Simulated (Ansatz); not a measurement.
Molecule: CHO, charge 0, multiplicity 2. It need not be the lowest isomer of its formula. SMILES: [C-]=[OH+]
Geometry: optimised at B3LYP-D3(BJ)/def2-TZVP (Ansatz, a first-principles code).

Computed values are from Ansatz. Cores are frozen in the correlated levels unless marked. Open shells are spin-unrestricted. No spin-orbit coupling. Non-relativistic. CBS(X,Y): correlation extrapolated as X^-3; Hartree-Fock from the larger set.

```json
{
 "atomisation energy De": "236.7 kcal/mol at CCSD(T)/CBS(aug-cc-pVTZ,aug-cc-pVQZ)",
 "total_energy": "-113.6703 Eh at CCSD(T)/CBS(aug-cc-pVTZ,aug-cc-pVQZ)",
 "dipole_moment": "2.73 D at CCSD(T)/aug-cc-pVDZ",
 "T1 diagnostic": "0.020 at CCSD/aug-cc-pVQZ"
}
```
